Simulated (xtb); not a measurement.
A run for xtb: GFN2-xTB on C2H4 (a complex), monomers drawn apart or pushed together.

```
$ xtb mol.xyz --gfn 2 --sp --chrg 0 --uhf 0
6

C     -0.90170234    -0.13644144     0.23429831
C      0.23327355     0.02094879    -0.11132190
H     -1.90938427    -0.27599476     0.54167998
H      1.24149735     0.16059771    -0.41688410
H      1.28766092     0.22007514     5.42851868
H      1.50519106     0.25726581     6.13983188
```

Program output:

```
[...]
           -------------------------------------------------
          |                Calculation Setup                |
           -------------------------------------------------



molecular fragmentation (1/2 indicates fragments):
111122
# atoms in fragment 1/2:     4     2
 fragment masses (1/2) :       26.04        2.02
CMA distance (Bohr)    :  11.312
constraining FC (au)   :  0.0500

           -------------------------------------------------
          |                 G F N 2 - x T B                 |
           -------------------------------------------------

        Reference                      10.1021/acs.jctc.8b01176
      * Hamiltonian:
        H0-scaling (s, p, d)           1.850000    2.230000    2.230000
        zeta-weighting                 0.500000
      * Dispersion:
        s8                             2.700000
        a1                             0.520000
        a2                             5.000000
        s9                             5.000000
      * Repulsion:
        kExp                           1.500000    1.000000
        rExp                           1.000000
      * Coulomb:
        alpha                          2.000000
        third order                    shell-resolved
        anisotropic                    true
        a3                             3.000000
        a5                             4.000000
        cn-shift                       1.200000
        cn-exp                         4.000000
        max-rad                        5.000000


          ...................................................
          :                      SETUP                      :
          :.................................................:
          :  # basis functions                  12          :
          :  # atomic orbitals                  12          :
          :  # shells                            8          :
          :  # electrons                        12          :
          :  max. iterations                   250          :
          :  Hamiltonian                  GFN2-xTB          :
          :  restarted?                      false          :
          :  GBSA solvation                  false          :
          :  PC potential                    false          :
          :  electronic temp.          300.0000000     K    :
          :  accuracy                    1.0000000          :
          :  -> integral cutoff          0.2500000E+02      :
          :  -> integral neglect         0.1000000E-07      :
          :  -> SCF convergence          0.1000000E-05 Eh   :
          :  -> wf. convergence          0.1000000E-03 e    :
          :  Broyden damping             0.4000000          :
          :  net charge                          0          :
          :  unpaired electrons                  0          :
          ...................................................

 iter      E             dE          RMSdq      gap      omega  full diag
   1     -6.3757571 -0.637576E+01  0.863E+00    7.37       0.0  T
   2     -6.3812631 -0.550597E-02  0.514E+00    7.31       1.0  T
   3     -6.3817392 -0.476115E-03  0.418E-01    7.24       1.0  T
   4     -6.3820070 -0.267754E-03  0.520E-02    7.24       1.0  T
   5     -6.3820073 -0.387900E-06  0.211E-02    7.24       1.9  T
   6     -6.3820073  0.386864E-07  0.366E-03    7.24      11.2  T
   7     -6.3820074 -0.819728E-07  0.999E-05    7.24     408.8  T
   8     -6.3820074 -0.770051E-11  0.389E-05    7.24    1050.7  T

   *** convergence criteria satisfied after 8 iterations ***

         #    Occupation            Energy/Eh            Energy/eV
      -------------------------------------------------------------
         1        2.0000           -0.6051590             -16.4672
         2        2.0000           -0.5312541             -14.4562
         3        2.0000           -0.4764988             -12.9662
         4        2.0000           -0.4693137             -12.7707
         5        2.0000           -0.4224274             -11.4948
         6        2.0000           -0.4224273             -11.4948 (HOMO)
         7                         -0.1563411              -4.2543 (LUMO)
         8                         -0.1563408              -4.2542
         9                          0.0596142               1.6222
        10                          0.1790572               4.8724
        11                          0.3162176               8.6047
        12                          1.4235636              38.7371
      -------------------------------------------------------------
                  HL-Gap            0.2660862 Eh            7.2406 eV
             Fermi-level           -0.2893842 Eh           -7.8745 eV

 SCC (total)                   0 d,  0 h,  0 min,  0.004 sec
 SCC setup                      ...        0 min,  0.000 sec (  5.358%)
 Dispersion                     ...        0 min,  0.000 sec (  1.400%)
 classical contributions        ...        0 min,  0.000 sec (  0.846%)
 integral evaluation            ...        0 min,  0.000 sec ( 10.259%)
 iterations                     ...        0 min,  0.002 sec ( 58.749%)
 molecular gradient             ...        0 min,  0.001 sec ( 16.986%)
 printout                       ...        0 min,  0.000 sec (  5.701%)

         :::::::::::::::::::::::::::::::::::::::::::::::::::::
         ::                     SUMMARY                     ::
         :::::::::::::::::::::::::::::::::::::::::::::::::::::
         :: total energy              -6.188749684898 Eh    ::
         :: gradient norm              0.029021455978 Eh/a0 ::
         :: HOMO-LUMO gap              7.240572754243 eV    ::
         ::.................................................::
         :: SCC energy                -6.382005238009 Eh    ::
         :: -> isotropic ES            0.001613644450 Eh    ::
         :: -> anisotropic ES          0.006867689781 Eh    ::
         :: -> anisotropic XC          0.021819512892 Eh    ::
         :: -> dispersion             -0.000875373389 Eh    ::
         :: repulsion energy           0.193255553111 Eh    ::
         :: add. restraining           0.000000000000 Eh    ::
         :: total charge              -0.000000000000 e     ::
         :::::::::::::::::::::::::::::::::::::::::::::::::::::

           -------------------------------------------------
          |                Property Printout                |
           -------------------------------------------------

    * Orbital Energies and Occupations

         #    Occupation            Energy/Eh            Energy/eV
      -------------------------------------------------------------
         1        2.0000           -0.6051590             -16.4672
         2        2.0000           -0.5312541             -14.4562
         3        2.0000           -0.4764988             -12.9662
         4        2.0000           -0.4693137             -12.7707
         5        2.0000           -0.4224274             -11.4948
         6        2.0000           -0.4224273             -11.4948 (HOMO)
         7                         -0.1563411              -4.2543 (LUMO)
         8                         -0.1563408              -4.2542
         9                          0.0596142               1.6222
        10                          0.1790572               4.8724
        11                          0.3162176               8.6047
        12                          1.4235636              38.7371
      -------------------------------------------------------------
                  HL-Gap            0.2660862 Eh            7.2406 eV
             Fermi-level           -0.2893842 Eh           -7.8745 eV

     #   Z          covCN         q      C6AA      α(0)
     1   6 C        1.908    -0.079    33.265     9.315
Note: The following floating-point exceptions are signalling: IEEE_UNDERFLOW_FLAG IEEE_DENORMAL
normal termination of xtb
     2   6 C        1.908    -0.079    33.265     9.315
     3   1 H        0.927     0.079     1.990     2.206
     4   1 H        0.927     0.079     1.990     2.206
     5   1 H        0.894     0.001     3.054     2.735
     6   1 H        0.894    -0.001     3.078     2.745

 Mol. C6AA /au·bohr⁶  :        318.828317
 Mol. C8AA /au·bohr⁸  :       7057.578487
 Mol. α(0) /au        :         28.520894


Wiberg/Mayer (AO) data.
largest (>0.10) Wiberg bond orders for each atom

 ---------------------------------------------------------------------------
     #   Z sym  total        # sym  WBO       # sym  WBO       # sym  WBO
 ---------------------------------------------------------------------------
     1   6 C    3.974 --     2 C    2.997     3 H    0.969
     2   6 C    3.974 --     1 C    2.997     4 H    0.969
     3   1 H    0.994 --     1 C    0.969
     4   1 H    0.994 --     2 C    0.969
     5   1 H    1.000 --     6 H    1.000
     6   1 H    1.000 --     5 H    1.000
 ---------------------------------------------------------------------------

Topologies differ in total number of bonds
Writing topology from bond orders to xtbtopo.mol

molecular dipole:
                 x           y           z       tot (Debye)
 q only:       -0.000      -0.000      -0.001
   full:       -0.000      -0.000      -0.001       0.002
molecular quadrupole (traceless):
                xx          xy          yy          xz          yz          zz
 q only:        1.158       0.253      -0.631      -0.564      -0.078      -0.527
  q+dip:        4.470       1.064      -3.035      -1.977      -0.263      -1.435
   full:        2.574       0.597      -1.645      -1.172      -0.158      -0.929


           -------------------------------------------------
          | TOTAL ENERGY               -6.188749684898 Eh   |
          | GRADIENT NORM               0.029021455978 Eh/α |
          | HOMO-LUMO GAP               7.240572754243 eV   |
           -------------------------------------------------

------------------------------------------------------------------------
------------------------------------------------------------------------
 total:
 SCF:
```

The run finished.

Cost: roughly 0.08 core-seconds.
